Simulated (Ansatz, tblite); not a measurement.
Removing and adding an electron: Ge(NMeEt)Cl3 (C3H8Cl3GeN). Charge 0, multiplicity 1. Geometry: PBE-D4/def2-SVP. Ansatz, gas phase; energy differences of separate SCF runs; the oxidised species was run as a doublet alone; the reduced species was run as a doublet alone.

```csv
atom,x (Å),y (Å),z (Å)
Ge1,0.3209,-1.9205,-0.1156
N2,-0.5876,-0.3435,-0.0685
C3,-1.0751,0.2178,-1.3216
C4,-0.2764,0.6086,1.0017
C5,0.9064,1.5462,0.7363
H6,-1.9760,0.8384,-1.1186
H7,-0.3332,0.8575,-1.8541
H8,-1.3804,-0.5960,-2.0081
H9,-1.2005,1.2041,1.1873
H10,-0.0981,0.0282,1.9313
H11,1.0631,2.2227,1.6004
H12,1.8420,0.9735,0.5735
H13,0.7389,2.1823,-0.1561
Cl14,2.3828,-1.7988,-0.8199
Cl15,-0.7073,-3.2744,-1.4474
Cl16,0.3806,-2.7460,1.8793
```

The xTB rows come from tblite.

```csv
level,−HOMO (eV),vertical IE (eV),−LUMO (eV),vertical EA (eV),HOMO–LUMO gap (eV),IE − EA (eV),remarks
GFN1-xTB,10.47,13.41,6.70,4.22,3.76,9.19,–
GFN2-xTB,10.47,13.32,6.93,4.80,3.54,8.52,–
PBE-D4/def2-SVP,5.67,–,2.35,-0.40,3.32,–,HOMO above zero (-1 doublet)
PBE-D4/def2-TZVP,5.82,8.67,2.62,–,3.21,–,–
PBE0-D4/def2-SVP,7.07,–,1.41,-0.46,5.66,–,HOMO above zero (-1 doublet)
PBE0-D4/def2-TZVP,7.16,8.83,1.64,–,5.52,–,–
```

   A HOMO above zero means that the electron is unbound at that level or that self-interaction error raises the level; the energy of removing that electron tells which. Raw xTB energy differences between charge states are shifted by several eV; the methods need an empirical correction for them. Sets without diffuse functions give affinities that are too small. A negative affinity means that the extra electron isn't bound; its size then hangs on the basis.
